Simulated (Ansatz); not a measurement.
Geometry optimisation, RHF/def2-SVP (Ansatz 0.2.0).

input.yaml

```yaml
crystal:
  periodic: [false, false, false]
  atoms:
    - { symbol: Ge, position_ang: [0.0, 0.0, 0.0] }
    - { symbol: Cl, position_ang: [0.0, 0.0, 2.22] }
    - { symbol: H, position_ang: [1.4616, 0.0, -0.5162] }
    - { symbol: H, position_ang: [-0.73, 1.2648, -0.5162] }
    - { symbol: O, position_ang: [-0.8337, -1.4443, -0.5894] }
    - { symbol: H, position_ang: [-1.2883, -1.91, 0.183] }
basis:
  gaussian: { orbitals: def2-SVP }
hamiltonian:
  xc: hf
relax:
  f_tol: 0.02
  max_steps: 40
```

Launched with:

```bash
$ ansatz run input.yaml --threads 1 --pin off --max-ram 2048MiB --backend cpu --events-out ev --progress --plain --runs-dir out
```

Task: Where does it end, and by what steps?

Result: The forces met the threshold. The force dipped under the threshold on the way, but the program's further checks kept it going. After 17 steps the energy has fallen by 0.208 eV; H6 moved furthest, 0.35 Å.

| step | energy less start (eV) | largest force component (eV/Å) | accepted |
| --- | --- | --- | --- |
| 0 | 0.0000 | 3.057 | yes |
| 1 | -0.1298 | 0.644 | yes |
| 2 | -0.1774 | 0.646 | yes |
| 3 | -0.1918 | 0.191 | yes |
| 4 | -0.1989 | 0.028 | yes |
| 5 | -0.2000 | 0.062 | yes |
| 6 | -0.1987 | 0.717 | no |
| 7 | -0.1984 | 0.536 | no |
| 8 | -0.2016 | 0.041 | yes |
| 9 | -0.2041 | 0.128 | yes |
| 10 | -0.2041 | 0.309 | yes |
| 11 | -0.2056 | 0.318 | yes |
| 12 | -0.2064 | 0.318 | yes |
| 13 | -0.0674 | 3.395 | no |
| 14 | -0.2083 | 0.009 | yes |
| 15 | -0.2081 | 0.140 | no |
| 16 | -0.2084 | 0.026 | yes |
| 17 | -0.2084 | 0.011 | yes |

```xyz
6
Properties=species:S:1:pos:R:3
Ge 0.038 -0.010 0.028
Cl 0.100 0.097 2.192
H 1.459 0.000 -0.504
H -0.829 1.154 -0.437
O -0.660 -1.546 -0.433
H -1.497 -1.784 -0.064
```

Whether the end is a true minimum wasn't checked by a vibrational analysis.

Time of the run: 27 s on 1 thread of Arm Neoverse V1, with other jobs on the host, peak memory 0.15 GiB.
